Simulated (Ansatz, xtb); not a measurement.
## AlBSe2: where a starting geometry ends

The starting geometry of this gas-phase singlet was built from a drawn formula by distance geometry and a force field; its bonds are those of `[Al][B]=[Se]=[Se]`.

```yaml
atoms:
  - { symbol: Al, position_ang: [-0.9779, -1.1326, 0.9249] }
  - { symbol: B, position_ang: [-1.3681, -0.2682, -1.0563] }
  - { symbol: Se, position_ang: [-1.1706, 1.2363, -1.6246] }
  - { symbol: Se, position_ang: [-0.8122, 3.2728, -2.4822] }
```

Q: Predict what becomes of its bonds when it is optimised with r2SCAN-D4/def2-SVP.

A: It keeps its bonds, and is `[Al][B]=[Se]=[Se]`. Distances that change by over a tenth: B2–Se3 (1.62 → 1.80 Å).

The energy falls by 0.58 eV over 15 steps:

| step | E − E(last) (eV) |
| --- | --- |
| 1 | 0.582 |
| 3 | 0.052 |
| 4 | 0.041 |
| 6 | 0.006 |
| 7 | 0.004 |
| 9 | 0.001 |
| 10 | 0.000 |
| 12 | 0.000 |
| 13 | 0.000 |
| 15 | 0.000 |

Final geometry (Å):

```xyz
4

Al   -1.1481   -1.5350    0.8296
B    -1.2570   -0.1304   -0.8776
Se   -0.9299    1.5882   -1.3090
Se   -0.9937    3.1855   -2.8811
```

From the same start GFN2-xTB ends elsewhere, at `[Al][Se]B=[Se]`.

No frequencies were run, so the end isn't proven a minimum. Run with Ansatz 0.2.0, 65 s on 2 threads of Arm Neoverse N1 (shared host).
